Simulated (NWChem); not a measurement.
System: C$_{4}$H$_{2}$F$_{2}$O; SMILES Fc1coc(F)c1

All runs: NWChem. Pople sets run with spherical d functions. Structure relaxed at the PBE0/def2-SVP level.

For level PBE/6-31G*:

```
Quantity                     Result
---------------------------  ------
highest occupied level (eV)   -5.22
orbital gap (eV)               4.97
```

Task: Estimate the same quantities for level LRC-wPBEh/6-31G*.

Result: 
* **highest occupied level (eV)**: -8.35
* **orbital gap (eV)**: 10.73
